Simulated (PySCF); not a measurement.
C₄H₁₂BP.
SMILES with atom numbers: `[CH3:1][B:2]([CH3:3])[P:4]([CH3:5])[CH3:6]` (hydrogens: H7, H8, H9 on C1; H10, H11, H12 on C3; H13, H14, H15 on C5; H16, H17, H18 on C6)

The closed-shell SCF was solved with PySCF and density fitting under several settings on one GFN2-xTB geometry (grid level 2 and gas phase unless stated).

```csv
settings,basis functions,SCF cycles,E (Eh),HOMO (eV),LUMO (eV),dipole (D)
PBE0/pcSseg-1,169,12,-525.4623,-6.30,-0.83,1.34
B3LYP/def2-SVPD,220,12,-525.6657,-6.09,-1.03,1.22
```

Problem. Estimate the rows for these settings: (1) HF/def2-SVPD; (2) OLYP/pcSseg-1.

Solution. 
| settings | basis functions | SCF cycles | E (Eh) | HOMO (eV) | LUMO (eV) | dipole (D) |
| --- | --- | --- | --- | --- | --- | --- |
| HF/def2-SVPD | 220 | 10 | -523.6641 | -8.69 | 2.15 | 1.43 |
| OLYP/pcSseg-1 | 169 | 14 | -525.7354 | -5.07 | -1.47 | 1.22 |

Problem. Over all rows, what range does the HOMO–LUMO gap span?

Solution. From 3.60 eV (OLYP/pcSseg-1) to 10.84 eV (HF/def2-SVPD). The functional of the narrowest has no exact exchange, that of the widest 100 % exact exchange.

Cycle counts include a coarse-grid stage where the run had one.

The values belong to the conformer `[CH3:1][B:2]([CH3:3])[P:4]([CH3:5])[CH3:6]`: C1–B2–P4–C5 143°.
